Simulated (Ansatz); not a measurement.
Geometry optimisation, Ansatz 0.2.0, RKS PBE/def2-SVP.

The input (input.yaml):

```yaml
crystal:
  periodic: [false, false, false]
  atoms:
    - { symbol: Hf, position_ang: [-0.553268, -0.153967, -0.65546] }
    - { symbol: Cl, position_ang: [0.360995, 1.322528, 2.634012] }
    - { symbol: "N", position_ang: [1.406765, -0.3614, -0.212358] }
    - { symbol: H, position_ang: [2.113312, -0.870544, -0.756397] }
    - { symbol: H, position_ang: [1.835325, 0.001694, 0.649157] }
    - { symbol: "N", position_ang: [-0.988725, 1.810056, -0.88941] }
    - { symbol: H, position_ang: [-1.782256, 2.158075, -1.442291] }
    - { symbol: H, position_ang: [-0.481443, 2.620422, -0.515745] }
    - { symbol: F, position_ang: [-0.856892, -1.021676, -2.338491] }
    - { symbol: Br, position_ang: [-2.162958, -1.251919, 1.179872] }
    - { symbol: H, position_ang: [-0.629554, 0.420931, 2.721711] }
basis:
  gaussian: { orbitals: def2-SVP }
hamiltonian:
  xc: pbe
relax:
  f_tol: 0.03
  max_steps: 50
```

Launched with:

```bash
$ ansatz run input.yaml --threads 4 --pin off --max-ram 5120MiB --backend cpu --events-out ev --progress --plain --runs-dir out
```

**Question.** Where does it end, and by what steps?

**Answer.** It converged. After 20 steps the energy has fallen by 0.094 eV; H8 moved furthest, 0.39 Å.

```csv
step,energy less start (eV),largest force component (eV/Å),accepted
0,0.0000,0.619,yes
1,-0.0420,0.544,yes
2,-0.0581,0.637,yes
3,-0.0676,0.486,yes
4,-0.0767,0.423,yes
5,-0.0850,0.241,yes
6,-0.0859,0.216,yes
7,-0.0840,0.139,no
8,-0.0885,0.051,yes
9,-0.0885,0.121,yes
10,-0.0898,0.030,yes
11,-0.0904,0.036,yes
12,-0.0910,0.137,yes
13,-0.0915,0.149,yes
14,-0.0922,0.081,yes
15,-0.0927,0.044,yes
16,-0.0932,0.047,yes
17,-0.0935,0.050,yes
18,-0.0936,0.045,yes
19,-0.0939,0.031,yes
20,-0.0940,0.020,yes
```

```xyz
11
Properties=species:S:1:pos:R:3
Hf -0.513 -0.124 -0.592
Cl 0.155 1.378 2.425
N 1.457 -0.411 -0.209
H 2.053 -1.125 -0.645
H 2.023 0.132 0.453
N -0.998 1.834 -0.788
H -1.612 2.226 -1.512
H -0.674 2.597 -0.181
F -0.931 -1.001 -2.243
Br -1.957 -1.226 1.273
H -0.742 0.394 2.393
```

Whether the end is a true minimum wasn't checked by a vibrational analysis.

The run took 59 s on 4 threads of Arm Neoverse V1 (shared host), peak memory 0.25 GiB.
